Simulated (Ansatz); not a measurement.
## Relaxing a trial structure of AlFHSi2−

The starting geometry of this gas-phase singlet was optimised with GFN2-xTB.

```xyz
5

Al   -0.2511   -2.4613    0.8717
F    -0.1047   -1.4597    2.2218
Si    0.7998   -2.2905   -1.2354
Si    1.7057   -2.2233   -3.0860
H    -1.2842   -3.5726    1.4276
```

**Question.** Where would you expect an optimisation with PBE0-D3(BJ)/def2-SVPD to take it?

**Answer.** A new bond forms, giving a structure given below by its coordinates. Contacts that close: Al1–Si4 (4.42 → 2.48 Å).

The energy falls by 0.68 eV over 24 steps:

```tsv
step	E − E(last) (eV)
1	0.685
4	0.621
6	0.617
9	0.534
11	0.395
14	0.092
16	0.013
19	0.001
21	0.000
24	0.000
```

Final geometry (Å):

```xyz
5

Al   -0.0068   -2.5943    0.4823
F     0.2233   -1.6416    1.8955
Si    0.3738   -0.9892   -1.4896
Si    1.2197   -2.9632   -1.6372
H    -0.9445   -3.8191    0.9488
```

The end wasn't checked by frequencies. Run with Ansatz 0.2.0, 83 s on 1 thread of Arm Neoverse V1, on a shared host.
